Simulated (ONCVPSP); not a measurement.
# What one change does to a pseudopotential (aluminium (Al), ONCV)

Al (Z = 13), optimised norm-conserving Vanderbilt (ONCV), made with ONCVPSP 4.0.1 (LDA (Perdew-Wang 92), scalar-relativistic). Core [He], reference 2s2 2p6 3s2 3p1. Waves: 2s+3s: rc 1.10 bohr, ncon 4, nbas 7, qcut 11.4 1/bohr, 2 projectors; 2p+3p: rc 1.20 bohr, ncon 3, nbas 6, qcut 12.9 1/bohr, 2 projectors. Local part: polynomial inside 0.95 bohr (lpopt 3, dvloc0 0 Ha). Core correction: none.

Change: p: qcut 18.5.

Cutoffs: the cutoffs (Ha) at which the residual kinetic energy of the hardest occupied pseudo-wave falls to 1 and 0.1 mHa per electron; they do not see the model core or the augmentation charge, which bear on the density cutoff. Errors are all-electron minus pseudo energies relative to the spin-unpolarised reference configuration.

What does the change do?

The potential gets neither clearly harder nor softer (60 Ha and 68 Ha → 64 Ha and 72 Ha); the errors of the 3 common tests hardly move; neither file shows a bound ghost.

| quantity | base | changed |
| --- | --- | --- |
| cutoff, loose | 60 Ha | 64 Ha |
| cutoff, tight | 68 Ha | 72 Ha |
| loose cutoff by channel | s 26 Ha, p 60 Ha | s 26 Ha, p 64 Ha |
| bound ghosts | none | none |
| GHOST(+) flags under 300 eV | none | none |
| tests with a reliable result | 3 of 4 | 3 of 4 |
| error for 2s2 2p6 3s2 3p0, meV [ΔE 5.84 eV] | +0.2 | +0.3 |
| error for 2s2 2p6 3s1 3p0, meV [ΔE 25.21 eV] | -0.6 | -0.6 |
| error for 2s1 2p6 3s2 3p1, meV [ΔE 120.05 eV] | -433 | -400 |
| s: phases at 1.12 bohr within 0.05 rad from the reference energy up to (Ha; the scan ends near 5) | to the end of the scan | to the end of the scan |
| p: phases at 1.22 bohr within 0.05 rad from the reference energy up to (Ha; the scan ends near 5) | to the end of the scan | to the end of the scan |
